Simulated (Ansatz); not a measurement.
The same groups moved round the core (benzothiophene fluoro+silyl). All species are isolated molecules in the gas phase. Strings in code marks are SMILES.

Quantity: electronic energy of isomers of C8H7FSSi relative to `Fc1c([SiH3])ccc2sccc12`, in kJ/mol. The restricted reference of `Fc1c([SiH3])ccc2sccc12`, `Fc1c([SiH3])sc2ccccc12`, `Fc1cc([SiH3])cc2sccc12` and `Fc1cc2ccsc2cc1[SiH3]` is unstable towards unrestricted orbitals.

A: `Fc1cc2ccsc2cc1[SiH3]`
B: `Fc1cc([SiH3])cc2sccc12`
C: `Fc1c([SiH3])sc2ccccc12`

**Question.** Order them by electronic energy of isomers of C8H7FSSi relative to `Fc1c([SiH3])ccc2sccc12` (lowest first) at the level frozen-core CCSD(T)/cc-pVDZ // PBE-D3(BJ)/def2-SVP (Ansatz, a quantum-chemistry and plane-wave program).

**Answer.** A (1.18 kJ/mol), C (6.36 kJ/mol), B (8.43 kJ/mol)
